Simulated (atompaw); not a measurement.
An all-electron radial function and its pseudo partner (holmium)

Columns: radius, all-electron u(r) and pseudo u(r) of the 6p shell (level -1.14 eV) of holmium in the configuration [Kr] 4d10 4f11 5s2 5p6 5d0.5 6s1.5 6p0; PBE, scalar-relativistic, PAW (atompaw) scheme, atompaw 4.2.0.5.

| r (bohr) | all-electron | pseudo |
| --- | --- | --- |
| 0.115 | -0.0338 | -0.0014 |
| 0.231 | -0.0284 | -0.0054 |
| 0.346 | 0.0701 | -0.0117 |
| 0.462 | 0.0908 | -0.0198 |
| 0.577 | 0.0436 | -0.0290 |
| 0.692 | -0.0257 | -0.0386 |
| 0.808 | -0.0891 | -0.0477 |
| 0.923 | -0.1341 | -0.0553 |
| 1.038 | -0.1593 | -0.0607 |
| 1.154 | -0.1668 | -0.0631 |
| 1.269 | -0.1600 | -0.0617 |
| 1.385 | -0.1421 | -0.0561 |
| 1.500 | -0.1168 | -0.0462 |
| 1.615 | -0.0864 | -0.0318 |
| 1.731 | -0.0526 | -0.0130 |
| 1.846 | -0.0175 | 0.0094 |
| 1.962 | 0.0183 | 0.0352 |
| 2.077 | 0.0535 | 0.0632 |
| 2.192 | 0.0878 | 0.0927 |
| 2.308 | 0.1210 | 0.1231 |
| 2.423 | 0.1524 | 0.1532 |
| 2.538 | 0.1821 | 0.1823 |
| 2.654 | 0.2103 | 0.2103 |
| 2.769 | 0.2364 | 0.2364 |
| 2.885 | 0.2609 | 0.2609 |
| 3.000 | 0.2835 | 0.2835 |

(1) How many radial nodes do the two functions have?

(2) Is the pseudo-wave norm-conserving?

Results:

(1) The all-electron 6p function has n − l − 1 = 4 (the table is too coarse to show those close to the nucleus); the pseudo-wave has 1, since 1 lower shell of the same l stays in the valence.

(2) No, it belongs to a PAW set: the norm inside the radius is not constrained, and the difference is carried by the augmentation charge.
